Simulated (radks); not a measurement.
Initial-state core-level shifts of the krypton ion Kr+ when its valence configuration changes from [Ar] 3d10 4s2 4p5. All-electron calculation, scalar-relativistic Kohn-Sham, BLYP, spin-polarised, spherical densities, point nucleus; open shells are filled with parallel spins first. Program: a radial shooting solver on a logarithmic mesh with Libxc functionals. Shifts are changes of the shell-averaged eigenvalues in eV (positive: less bound).

valence,1s,2s,2p,3p
3d9 4s2 4p6,-16.815,-18.625,-18.503,-13.657
3d10 4s1 4p6,-1.571,-1.553,-1.540,-1.552
